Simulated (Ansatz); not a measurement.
Basis-set series for CH₈AlFSi₂ (`[CH3][AlH][SiH](F)[SiH3]`). Charge 0, multiplicity 1. The geometry is a stationary point of PBE0-D4/def2-TZVP. It is one conformer, not always the lowest.

Cartesian coordinates in Å:
```
C -0.5307 -2.4436 1.3223
Al -0.9222 -1.1254 -0.0600
Si 0.8165 0.3689 -0.9720
F 2.2796 -0.0256 -0.3930
Si 0.4068 2.6329 -0.4954
H -0.9917 -2.1340 2.2678
H 0.5384 -2.5741 1.5010
H -0.9623 -3.4179 1.0723
H -2.4057 -0.9316 -0.6068
H 0.9079 0.2676 -2.4618
H 0.2755 2.8492 0.9723
H -0.8874 3.0035 -1.1345
H 1.4753 3.5302 -1.0123
```

```csv
functional,basis,functions,energy (Eh),HOMO (eV),LUMO (eV)
PBE0-D4,def2-SVP,122,-963.34453,-7.14,-1.93
PBE0-D4,def2-TZVPP,300,-963.81027,-7.14,-1.95
ωB97M-V,def2-SVP,122,-963.70999,-9.04,-0.27
ωB97M-V,def2-TZVPP,300,-964.18284,-9.08,-0.34
```

**Question.** Give the rows for def2-QZVPP. (Estimate.)

**Answer.** Computed: 
```tsv
functional	basis	functions	energy (Eh)	HOMO (eV)	LUMO (eV)
PBE0-D4	def2-QZVPP	564	-963.84544	-7.15	-1.97
ωB97M-V	def2-QZVPP	564	-964.21644	-9.09	-0.43
```
